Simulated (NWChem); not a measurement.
**Atomisation of H4ClGaN2**

```xyz
8

Ga     0.0000     0.0000     0.3163
Cl     0.0000     0.0000    -1.8378
N      0.0176    -1.6042     1.1395
H      0.1760    -2.4568     0.6177
H      0.2121    -1.7215     2.1255
N     -0.0176     1.6042     1.1395
H     -0.2121     1.7215     2.1255
H     -0.1760     2.4568     0.6177
```
Charge 0, spin multiplicity 1.

The numbers come from NWChem runs, not from measurements. Structure: optimised with PBE0/def2-SVP, a minimum by its harmonic frequencies. It is one conformer; others weren't searched.

Basis set: def2-TZVP. The atomisation energy is electronic alone: no zero-point, thermal, spin-orbit or counterpoise terms. No value is extrapolated to the basis-set limit. Free atoms are single determinants with multiplicities Ga 2, Cl 2, N 4, H 2. Correlated methods freeze the same cores in atoms and molecule, 16 orbitals in all.

The Hamiltonian is non-relativistic. B3LYP has NWChem's definition, with VWN1-RPA local correlation. The structure started from a generated list of species. No SCF solution was tested for a lower state. Open-shell Hartree-Fock references start from PBE0 orbitals.

Q: Order these methods by the atomisation energy they give, lowest first: PBE0, PBE, B3LYP, r2SCAN, MP2, M06-2X.

A: MP2 (595.1 kcal/mol), B3LYP (598.2 kcal/mol), PBE0 (601.0 kcal/mol), r2SCAN (603.8 kcal/mol), M06-2X (608.8 kcal/mol), PBE (613.9 kcal/mol)
